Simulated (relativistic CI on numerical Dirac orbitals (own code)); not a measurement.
**What each ingredient does to the levels of Tm⁴⁸⁺**

Base calculation: Dirac-Coulomb-Breit CI, KLI orbitals optimised for each configuration, a model potential for QED, unscaled Slater integrals.

CI space (outside the closed core [Ne]): 3s²3p⁶3d³, 3s²3p⁵3d⁴, 3s3p⁶3d⁴, 3s²3p⁶3d²4s, 3s²3p⁶3d²4p, 3s²3p⁶3d²4d, 3s²3p⁵3d³4s, 3s²3p⁶3d²4f, 3s²3p⁵3d³4p, 3s3p⁶3d³4s, 3p⁶3d⁴4p, 3p⁶3d⁵, 3p⁵3d⁶, 3p⁵3d⁵4s, 3p⁶3d⁴4s, 3p⁵3d⁴4s², 3s²3p⁶3d4s², 3s²3p⁶4s²4p, 3s²3p⁶4s²4d. Double excitations out of closed p, d and f shells are left out; levels of such configurations are missing from the list, as are those of other unlisted configurations, and high levels can miss mixing partners. These lack a partner that the ground configuration has and come out too high: 3s²3p⁵3d³4p.

Variants: (1) Breit term removed; (2) configuration mixing switched off. Shifts of the energy above 3s²3p⁶3d³ ⁴F3/2, in cm⁻¹, for the lowest level and the first level of each name with at least 55 % of one term (blank where a level changes its place among those of its configuration and J or its character, or is not in the variant):

```
           Level     Base    Δ(1)   Δ(2)
 3s²3p⁶3d³ ⁴F3/2        0       0      0
 3s²3p⁶3d³ ⁴F5/2   361517  +11850   -792
 3s²3p⁶3d³ ⁴P1/2   453126  +11389  +1402
 3s²3p⁶3d³ ⁴F7/2   792825  +24724   -943
 3s²3p⁶3d³ ²P1/2   889898  +21718  +1150
3s²3p⁶3d³ ²H11/2   899006  +35752  -2714
 3s²3p⁶3d³ ²F7/2   974061  +27808  +1492
 3s²3p⁶3d³ ²D3/2  1121587  +19446  +1125
```

At this charge energies of transitions that change n are usually good to better than 1 %, and those within a shell (Δn = 0) to a few per cent.

Ionisation energy from the two ground configurations alone: base 4199.31 eV; Breit term removed 4202.91 eV. The NIST ASD value (theoretical) is 4199 eV.

LS names give the leading component of a level, which can be under half, so a name can repeat, a term be missing and a line seem to break the LS rules.
